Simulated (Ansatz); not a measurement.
Basis-set series for C3H6B2 (`CBC1=CB1`). The species carries charge 0 and has multiplicity 1. The structure was optimised at the PBE0-D4/def2-TZVP level. It is one conformer, not always the lowest.

Z-matrix (Å, degrees):
```
C
B 1 1.562
H 1 1.097 2 108.4
H 1 1.095 2 110.3 3 -114.4
H 1 1.090 2 115.2 3 121.7
C 2 1.495 1 123.2 3 -122.1
H 2 1.201 1 119.8 3 61.4
B 6 1.508 2 144.4 1 -88.5
C 6 1.357 2 155.8 1 91.5
H 8 1.180 6 147.8 2 -0.1
H 9 1.081 6 135.0 2 0.1
```

```tsv
functional	basis	functions	energy (Eh)	HOMO (eV)	LUMO (eV)
PBE0-D4	def2-TZVPP	239	-167.41708	-7.69	-0.81
PBE0-D4	def2-QZVPP	465	-167.42679	-7.70	-0.84
ωB97M-V	def2-TZVPP	239	-167.54663	-9.94	1.10
ωB97M-V	def2-QZVPP	465	-167.55547	-9.94	0.96
```

(1) Give the rows for def2-SVP. (An estimate is asked.)

## Answers

(1) Computed: 
```
functional     basis  functions  energy (Eh)  HOMO (eV)  LUMO (eV)
   PBE0-D4  def2-SVP        100   -167.23864      -7.69      -0.73
   ωB97M-V  def2-SVP        100   -167.35758      -9.92       1.32
```

Positive LUMOs are unbound and depend on the basis.
